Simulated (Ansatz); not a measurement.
`[CH3][AlH][SiH2][SbH2]` + `OCOC[SiH3]` → `OC[SiH2][SbH2]` + `[CH3][AlH][O]C[SiH3]`  (redistribution)

Gas-phase electronic energies from Ansatz, PBE0-D4/def2-TZVP geometries. CCSD(T)/CBS is the MP2 limit (def2-TZVPP, def2-QZVPP) plus CCSD(T) − MP2 in def2-TZVPP, frozen cores. Functionals use def2-TZVPP. B3LYP here is the variant with VWN-RPA as its local correlation; programs differ in this. Elements past krypton have def2 core potentials. For Sb outer-core shells are correlated without core-valence functions, which leaves a few kJ/mol of doubt a bond. Each species was taken in one conformer, which may not be the lowest.

| level | ΔE (kJ/mol) | difference from CCSD(T)/CBS |
| --- | --- | --- |
| PBE-D4 | -109.3 | 22.5 |
| r2SCAN-D4 | -124.1 | 7.7 |
| PBE0-D4 | -113.8 | 18.0 |
| ωB97X-V | -131.4 | 0.4 |
| B2PLYP | -142.6 | -10.8 |
| r2SCAN | -124.7 | 7.1 |
| PBE0 | -116.3 | 15.5 |
| B3LYP | -143.1 | -11.3 |
| HF/def2-TZVPP | -156.4 | -24.6 |
| SCS-MP2/def2-TZVPP | -142.7 | -10.9 |
| CCSD/def2-TZVPP | -135.2 | -3.4 |
| CCSD(T)/def2-TZVPP | -129.0 | 2.8 |
| HF/def2-QZVPP | -158.8 | -27.0 |
| MP2/def2-QZVPP | -141.6 | -9.8 |
| SCS-MP2/def2-QZVPP | -145.6 | -13.8 |
| MP2/CBS(def2) | -141.9 | -10.1 |
| CCSD(T)/CBS | -131.8 | 0 |

Largest T1 diagnostic among the species: 0.014.

From PBE to PBE0 (25 % exact exchange), in def2-TZVPP and without D4, ΔE moves by −4.2 kJ/mol. The D4 term adds +4.5 kJ/mol with B3LYP and +2.5 kJ/mol with PBE0; it sums over pairs of atoms, weighted by their polarisabilities, and B3LYP, whose exchange is more repulsive, gets the larger term. In def2-TZVPP, CCSD(T) changes the Hartree–Fock value by +27.3 kJ/mol (the triples alone add +6.2 kJ/mol) and MP2 by +17.2 kJ/mol.
